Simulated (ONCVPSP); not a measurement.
## What the settings do to the ONCV potential of nickel

Base potential:

nickel, optimised norm-conserving Vanderbilt (ONCV), made with ONCVPSP 4.0.1 (PBE, scalar-relativistic). Core [Ne], reference 3s2 3p6 3d8 4s2. Waves: 3s+4s: rc 1.10 bohr, ncon 3, nbas 7, qcut 12.9 1/bohr, 2 projectors; 3p: rc 1.10 bohr, ncon 4, nbas 9, qcut 9.8 1/bohr, 2 projectors, debl 0.7 Ha; 3d: rc 0.75 bohr, ncon 5, nbas 10, qcut 14 1/bohr, 2 projectors, debl 3.6 Ha. Local part: polynomial inside 0.70 bohr (lpopt 5, dvloc0 2 Ha). Core correction: none.

In the p channel the program set the typed energies aside and used -2.623, 0.250 Ha.

All-electron outer shells of the reference configuration (PBE, scalar-relativistic, ld1.x):

| shell | level (eV) | outermost node (bohr) | outermost maximum (bohr) |
| --- | --- | --- | --- |
| 2p | -844.68 | – | 0.16 |
| 3s | -111.06 | 0.30 | 0.64 |
| 3p | -71.39 | 0.27 | 0.65 |
| 3d | -8.87 | – | 0.63 |
| 4s | -5.64 | 0.92 | 2.24 |

Cutoffs, loose and tight: the cutoffs (Ha) at which the residual kinetic energy of the hardest occupied pseudo-wave falls to 1 and 0.1 mHa per electron. They do not see the model core or the augmentation charge, which bear on the density cutoff. Test errors are all-electron minus pseudo excitation energies from the reference, over the configurations 3s2 3p6 3d8 4s1; 3s2 3p6 3d8 4s0; 3s2 3p6 3d7 4s0; 3s2 3p6 3d8.5 4s1.5. A dash means not determined; rows that change the core or the reference have their own tests.

```csv
change,outcome,"cutoff, loose","cutoff, tight",bound ghosts,GHOST(+) flags above zero,largest test error (meV)
base,"generated, projector energies reset by the program",554 Ha,671 Ha,none,none,-2.9
d: qcut 8.3,"generated, projector energies reset by the program",685 Ha,740 Ha,none,d,-2.4
d: qcut 10.6,"generated, projector energies reset by the program",665 Ha,724 Ha,none,d,-2.6
d: qcut 12.6,"generated, projector energies reset by the program",623 Ha,698 Ha,none,none,-2.8
d: qcut 14.3,"generated, projector energies reset by the program",449 Ha,663 Ha,none,none,-2.9
d: qcut 15.5,"generated, projector energies reset by the program",190 Ha,625 Ha,none,none,-3.1
d: qcut 16.9,"generated, projector energies reset by the program",136 Ha,430 Ha,none,none,-3.2
d: qcut 19.2,"generated, projector energies reset by the program",153 Ha,174 Ha,none,none,-3.3
d: qcut 21.2,"generated, projector energies reset by the program",168 Ha,193 Ha,none,none,-3.5
```

Reading the sweep of the qcut of the d channel (base included, trends over the rows without a ghost): The loose cutoff is not monotonic: lowest 136 Ha at 16.9 1/bohr, highest 685 Ha at 8.3 1/bohr. The median size of the test errors (rows with all tests solved) stays near 0.4 meV.
